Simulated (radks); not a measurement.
Problem. Species: Ti. Configuration: [Ar] 3d2 4s2. All-electron calculation, Dirac Kohn-Sham, PBE, spin-unpolarised, spherical densities, finite nucleus; open shells are shared between the two j in proportion to 2j + 1; Fermi nuclear charge, rms radius 3.5921 fm. Program: a radial shooting solver on a logarithmic mesh with Libxc functionals. Some entries of the table are withheld. Estimate them.

orbital  occ.  eigenvalue (hartree)  <1/r> (bohr^-1)  <r> (bohr)
1s1/2       2             -178.8975            21.80     0.06959
2s1/2       2             -19.72767              (1)      0.3248
2p1/2       2             -16.46357            4.491      0.2881
2p3/2       4             -16.25144            4.434      0.2908
3s1/2       2              -2.30135            1.398       1.007
3p1/2       2              -1.44401            1.272       1.081
3p3/2       4              -1.41983            1.260       1.089
4s1/2       2              -0.16414           0.3693       3.514
3d3/2     0.8              -0.15756           0.8667         (2)
3d5/2     1.2              -0.15587           0.8636         (3)

Solution. 
(1) 2s1/2 <1/r> (bohr^-1): 4.559
(2) 3d3/2 <r> (bohr): 1.613
(3) 3d5/2 <r> (bohr): 1.620
